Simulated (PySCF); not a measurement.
## Frontier orbitals and the lowest excitations

Compound: C5H9NO.
SMILES with atom numbers: `[CH2:1]=[N:2][C:3]1([O:4][CH3:5])[CH2:6][CH2:7]1` (hydrogens: H8, H9 on C1; H10, H11, H12 on C5; H13, H14 on C6; H15, H16 on C7)

Geometry (GFN2-xTB, Å), atoms numbered from 1 in this order:
```xyz
16
C5H9NO angstrom
C     -1.1581   -1.7076    0.8774
N     -1.2496   -0.7647    0.0518
C     -0.3385    0.2995    0.0216
O      0.8215    0.2215    0.7977
C      1.8520   -0.5564    0.2230
C     -0.2938    1.0632   -1.2846
C     -0.9718    1.6668   -0.0991
H     -1.9081   -2.4832    0.8352
H     -0.3836   -1.7978    1.6411
H      2.2341   -0.0957   -0.6943
H      1.5121   -1.5704   -0.0118
H      2.6463   -0.6010    0.9658
H      0.6581    1.4717   -1.5863
H     -0.9058    0.6877   -2.0884
H     -0.4736    2.4661    0.4256
H     -2.0488    1.7091   -0.0862
```

Computed with TDDFT PBE0/def2-SVPD, vertical, gas phase, core orbitals frozen in the response in PySCF 2.14.0, density-fitted response routines.

Frontier orbitals with the atoms that hold most of them (Löwdin shares over 4%, at most four atoms; ? is withheld):

```json
{"orbital": "LUMO+2", "ε (eV)": "1.35", "atoms": "C1 20%, O4 11%, H8 10%, H10 10%"}
{"orbital": "LUMO+1", "ε (eV)": "0.85", "atoms": "C5 23%, C1 13%, C6 8%, H10 8%"}
{"orbital": "LUMO", "ε (eV)": "?", "atoms": "?"}
{"orbital": "HOMO", "ε (eV)": "-7.16", "atoms": "?"}
{"orbital": "HOMO-1", "ε (eV)": "-7.55", "atoms": "O4 23%, N2 18%, C3 14%, C6 12%"}
{"orbital": "HOMO-2", "ε (eV)": "-8.23", "atoms": "O4 30%, N2 15%, C7 13%, C1 8%"}
{"orbital": "HOMO-3", "ε (eV)": "-9.36", "atoms": "C6 25%, C7 24%, O4 13%, C3 9%"}
```

**Question.** Which atoms hold the HOMO, and with what shares?

**Answer.** N2 (bonded to 2 C) 40%; O4 (bonded to 2 C) 14%; C1 (bonded to N and 2 H) 13%; C3 (bonded to 2 C, N and O) 10%. By element: nitrogen 40%, carbon 23% or more, oxygen 14%.

**Question.** Give the leading atoms of the LUMO.

**Answer.** C1 (bonded to N and 2 H) 37%; N2 (bonded to 2 C) 34%; H9 (bonded to C) 7%; H8 (bonded to C) 7%. By element: carbon 37% or more, nitrogen 34%, hydrogen 14% or more.

**Question.** What is the LUMO energy, and the HOMO–LUMO gap?

**Answer.** ε(LUMO) = -0.36 eV; the gap is 6.81 eV (0.2502 hartree).

**Question.** How does S1 compare with the orbital gap of 6.81 eV?

**Answer.** S1 is at 4.95 eV (f = 0.0040), 1.85 eV below the gap, made of HOMO→LUMO (81%), HOMO-1→LUMO (15%). Without the coupling terms of the response equations the lowest excitation would equal the gap.

**Question.** One configuration dominates each of S1, S2, S3, S4 and S5. Which, and how do the shares of the two leading atoms of either orbital change from the occupied to the empty one?

**Answer.** 
- S1 (4.95 eV, f 0.0040), HOMO→LUMO (81%): N2 40% → 34%, O4 14% → at most 8%, C1 13% → 37%
- S2 (6.22 eV, f 0.173), HOMO-1→LUMO (77%): O4 23% → at most 8%, N2 18% → 34%, C1 at most 13% → 37%
- S3 (6.68 eV, f 0.095), HOMO-2→LUMO (84%): O4 30% → at most 8%, N2 15% → 34%, C1 8% → 37%
- S4 (6.97 eV, f 0.0094), HOMO→LUMO+1 (92%): N2 40% → at most 9%, O4 14% → at most 9%, C5 at most 11% → 23%, C1 13% → 13%
- S5 (7.32 eV, f 0.012), HOMO-1→LUMO+1 (92%): O4 23% → at most 9%, N2 18% → at most 9%, C5 at most 13% → 23%, C1 at most 13% → 13%

Löwdin shares depend on the basis, the more so with diffuse functions.

One conformer stands for the species.
